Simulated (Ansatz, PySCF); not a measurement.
Reaction (SMILES): OCC(F)(F)F + 4 C (CH4) → CC (C2H6) [ethane] + 3 CF (CH3F) [fluoromethane] + CO (CH4O) [methanol]
Each molecule is optimised on its own at B3LYP-D3(BJ)/def2-TZVP (Ansatz, a quantum-chemistry and plane-wave program), one conformer each, not searched for the lowest. Frequencies are from Ansatz or PySCF.

Wanted: bond separation energy (enthalpy at 298 K, with B3LYP-D3(BJ) rigid-rotor harmonic-oscillator terms), in kcal/mol. Cores are frozen in the correlated levels unless marked. Spin-orbit coupling is left out. No relativistic terms. CBS(X,Y): correlation extrapolated as X^-3; Hartree-Fock from the larger set. The bracket is a focal-point correction in the basis named.

```json
[
 {"level": "HF/STO-3G", "program": "Ansatz", "bond separation energy (kcal/mol)": "38.5"},
 {"level": "HF/aug-cc-pVDZ", "program": "Ansatz", "bond separation energy (kcal/mol)": "39.1"}
]
```

What does RI-MP2/CBS(cc-pVTZ,cc-pVQZ)+[CCSD(T)-MP2]/cc-pVTZ (Ansatz) give?

45.8 kcal/mol, so HF/aug-cc-pVDZ differs from it by -6.7 kcal/mol.
